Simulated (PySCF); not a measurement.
Acid–base and redox partners of c1cc[nH]c1. All species are isolated molecules in the gas phase. Strings in code marks are SMILES.

These are PySCF with CAM-B3LYP-D3(BJ)/def2-TZVP values and carry that method's errors. 

| species | dipole moment (D) | highest occupied spin orbital (eV) |
|---|---|---|
| proton added at N4 (`C1[NH2+]C=CC=1`) | – | – |
| H atom removed from C1 (`[nH]1c[c]cc1`) | 2.60 | -7.54 |
| H atom removed from C3 (`[c]1ccc[nH]1`) | ? | -7.43 |
| H atom removed from N4 (`C1=C[N]C=C1`) | 2.09 | -8.40 |

Q: Complete the blanks.

A: 
- H atom removed from C3 (`[c]1ccc[nH]1`), dipole moment (D): 1.78
